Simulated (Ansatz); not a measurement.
A nudged elastic band was laid between two geometries of CH6GeO + ClH (11 atoms, charge 0, multiplicity 1).

Method: Ansatz 0.2.0, UKS PBE-D4/def2-SVP.

```yaml
movable_images: 7
climbing_image: yes
spring: 5.0 eV/Å²
optimiser: quadratic models (default)
start_path: through a guess of the saddle point
force_threshold: 0.03 eV/Å
iteration_limit: 60
end_points: relaxed
```

Image 0:

```xyz
11
Properties=species:S:1:pos:R:3
Ge -0.432 -0.424 1.385
O 0.678 -0.110 -0.045
C 0.215 -0.497 -1.337
H -1.807 0.231 1.103
H -0.559 -1.967 1.498
H 0.324 0.204 2.570
H 0.779 1.524 -0.059
Cl 0.483 2.838 -0.026
H -0.084 -1.569 -1.361
H -0.645 0.126 -1.673
H 1.048 -0.355 -2.055
```

Image 8:

```xyz
11
Properties=species:S:1:pos:R:3
Ge -0.862 0.298 1.747
O 1.243 -0.168 -0.437
C 0.623 -0.618 -1.626
H -1.945 0.674 2.792
H -1.379 -0.798 0.791
H 0.483 -0.026 2.426
H 1.081 0.796 -0.377
Cl -0.600 2.147 0.565
H 0.713 -1.723 -1.659
H -0.464 -0.366 -1.675
H 1.107 -0.216 -2.547
```

Q: What changes between the two ends?

A: Bonds broken: Ge1–O2, H7–Cl8. Bonds formed: Ge1–Cl8, O2–H7. CH6GeO + ClH becomes CH4O + ClGeH3.

Q: Give the energies along the band, and the barrier.

A: It converged. The highest image is number 4 of 0 to 8, 38.8 kJ/mol above the first end and 73.3 kJ/mol above the last; the last end lies 34.6 kJ/mol below the first. A vibrational analysis at the climbing image gives one clearly imaginary mode, 142i cm⁻¹: a first-order saddle point. The orbitals stay closed-shell, which can raise the energy where a bond breaks towards radicals; this wasn't checked here.

```csv
image,path coordinate (Å),energy (kJ/mol),Ge1–O2 (Å),H7–Cl8 (Å),Ge1–Cl8 (Å)
0,0.00,0.0,1.84,1.35,3.67
1,0.39,1.0,1.84,1.35,3.51
2,0.78,8.7,1.86,1.39,3.19
3,1.18,29.9,1.93,1.54,2.89
4,1.57,38.8,2.05,1.79,2.63
5,2.38,20.1,2.46,2.05,2.33
6,3.18,-18.9,2.96,2.23,2.23
7,3.99,-32.2,3.05,2.40,2.21
8,4.80,-34.6,3.07,2.35,2.21
```

Q: What is the geometry of the highest image?

A: 
```xyz
11
Properties=species:S:1:pos:R:3:forces:R:3
Ge -0.407 -0.027 1.421 0.00 0.00 -0.01
O 0.754 0.029 -0.263 0.00 -0.01 0.01
C 0.254 -0.535 -1.483 0.00 0.00 0.00
H -1.877 0.449 1.368 0.00 0.00 0.00
H -0.467 -1.582 1.179 0.00 0.00 0.00
H 0.425 0.205 2.697 0.00 0.00 0.00
H 0.775 1.086 -0.259 0.00 0.00 0.00
Cl 0.144 2.449 0.722 0.00 0.00 0.00
H -0.103 -1.561 -1.270 0.00 0.00 0.00
H -0.579 0.073 -1.893 0.00 0.00 0.00
H 1.080 -0.586 -2.219 0.00 0.00 0.00
```

Q: What are the harmonic wavenumbers there?

A: 142i, 73, 132, 157, 206, 339, 367, 549, 624, 762, 871, 900, 938, 1023, 1124, 1137, 1279, 1393, 1414, 1428, 1977, 2087, 2138, 2382, 2966, 3066, 3086 cm⁻¹.

Time of the run: 6.7 min on 4 threads of Arm Neoverse N1, on a shared host, peak memory 0.2 GiB.
